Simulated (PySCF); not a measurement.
C₄H₇F₂O (doublet state).
Z-matrix (Å and degrees, GFN2-xTB geometry), rows numbered from 1:
```
C 
O   1  1.4202
C   2  1.3780  1  116.68
C   3  1.5248  2  116.75  1    53.81
F   3  1.4407  2  106.78  1   -64.11
C   3  1.4780  2  106.00  1  -179.17
F   6  1.3333  3  119.90  2  -152.95
H   1  1.0920  2  111.05  3    49.18
H   1  1.0933  2  111.36  3   -73.71
H   1  1.0876  2  105.34  3   167.73
H   4  1.0864  3  109.12  2   173.49
H   4  1.0866  3  109.34  2    53.71
H   4  1.0863  3  110.09  2   -67.22
H   6  1.0730  3  123.64  2    37.64
```

The hyperfine couplings belong to this conformer and change with its torsions.

Identity: `CO[C@](C)(F)[CH]F` [radical].

The calculation used UKS B3LYP, pcH-1 on C F H O, non-relativistic, mean-field spin-orbit, GIAO (PySCF). The structure is a single GFN2-xTB conformer in the gas phase; no vibrational or solvent corrections. The geometry wasn't refined by DFT: couplings that depend on bond lengths, twists or pyramidal angles can differ widely from those at the functional's own minimum. Stability of the SCF solution: not tested.

What is the g tensor, term by term?

```json
{"Δg (ppm)": "relativistic mass correction", "1": "-226", "2": "-226", "3": "-226"}
{"Δg (ppm)": "gauge correction", "1": "14", "2": "60", "3": "52"}
{"Δg (ppm)": "orbital Zeeman/spin–orbit", "1": "-6", "2": "1435", "3": "2855"}
{"Δg (ppm)": "total", "1": "-219", "2": "1269", "3": "2681"}
```

So g = 2.00210, 2.00359, 2.00500 and g_iso = 2.00356; the tensor is rhombic: the two nearest values differ by 49 % of g3 − g1. Axes: g2 points within 14° of the C6–F7 bond.

Average each term over the three axes. Which is largest in size?

The orbital-Zeeman/spin–orbit term 1428, the mass correction -226 and the gauge correction 42 ppm, for a total of 1244 ppm. The orbital-Zeeman/spin–orbit term is the largest in size. The mass correction is the same along every axis, so the anisotropy comes from the other two: their spans along these axes are 46 (gauge) and 2861 ppm (orbital Zeeman/spin–orbit).

At 9.326 GHz, how far is the centre of the isotropic spectrum from where a free electron (g = 2.002319) resonates?

B = hν/(g μB) with μB/h = 13.99624 MHz/mT gives 332.77 mT for the free electron and 332.57 mT at g_iso, 0.21 mT lower.

In a frozen sample, at which fields do the three g values resonate at 9.5, 34, 94 and 263 GHz (hyperfine left aside), and which band first spreads them over more than twice a line width of 0.3 mT?

| band | GHz | B(g3) mT | B(g2) mT | B(g1) mT | spread mT |
| --- | --- | --- | --- | --- | --- |
| X | 9.5 | 338.53 | 338.77 | 339.02 | 0.49 |
| Q | 34.0 | 1211.58 | 1212.44 | 1213.34 | 1.75 |
| W | 94.0 | 3349.67 | 3352.03 | 3354.52 | 4.85 |
| J | 263.0 | 9371.94 | 9378.55 | 9385.52 | 13.58 |

The spread grows in proportion to the frequency. Q band is the first where it exceeds 0.6 mT.

The Mulliken spin populations are largest on C6 (+0.94) and F7 (+0.08). C6 is the only atom above +0.15. The angles at C6 add up to 359.2°, so it is planar; its axial dipolar tensor and the negative coupling of its proton fit spin in a p orbital normal to that plane.

The HOMO–LUMO gaps are 7.23 eV among the α and 6.15 eV among the β orbitals.
